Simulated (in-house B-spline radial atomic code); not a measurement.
A run on an ion of nuclear charge 1 with 1.8 electrons that did not converge. Method: non-relativistic revTPSS, spin-polarised, spherical fractional occupations, point nucleus; computed with a B-spline radial code for spherical atoms.

Command:
```bash
python run_scf.py task.json out
```
Settings:
```
Z                1
configuration    1s1.8
hamiltonian      nr
method           revtpss,revtpss
spin_polarised   True
```

First and last ten iterations of the last attempt (damped for 15 steps, keeping 80 % of the old Fock matrix, then DIIS):
```
 iter        energy (Eh)    residual
    1           0.778055    1.58e-01
    2           0.118755    1.39e-01
    3           0.008649    1.27e-01
    4          -0.497370    1.68e-02
    5          -0.519427    1.24e-02
    6          -0.529140    9.03e-03
    7          -0.534728    6.47e-03
    8          -0.537800    4.57e-03
    9          -0.539425    3.20e-03
   10          -0.540272    2.26e-03
  111        1422.034755    2.20e+01
  112           1.261309    3.53e-01
  113           0.139760    1.42e-01
  114           0.855113    6.07e-02
  115           0.854391    6.11e-02
  116           0.854390    6.11e-02
  117         228.285212    3.52e+00
  118         228.364205    3.52e+00
  119         228.526727    3.52e+00
  120         228.190319    3.52e+00
 not converged after 120 iterations
```

The smallest residual met was 6.3e-04; the threshold is about 1e-07. No energy from this run should be used. The likely cause: this method binds the added charge weakly or not at all at the basis-set limit, so charge moves back and forth between the atom and the box. Cost of the run: 0.99 s on 1 thread of Arm Neoverse N1, on a shared host.
